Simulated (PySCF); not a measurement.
# Electron correlation in S²⁺ (sulfur, charge +2)

[Ne] 3s2 3p2, high-spin 3P determinant. Computed with PySCF 2.14 in aug-cc-pVTZ-DK, with scalar relativity by spin-free X2C-1e. Frozen: [Ne]; 4 electrons correlated.

```
  level  correlation energy (mhartree)
   CCSD                         -88.96
    (T)                          -2.11
CCSD(T)                         -91.07
  CCSDT                         -91.67
```

Diagnostics: T1 = 0.0082, D1 = 0.0210, largest double amplitude 0.104.

Question: Is a single reference adequate?

Answer: Mostly. T1 lies below 0.03, but a double amplitude of this size points to a near-degeneracy that CCSD handles and MP2 describes poorly.
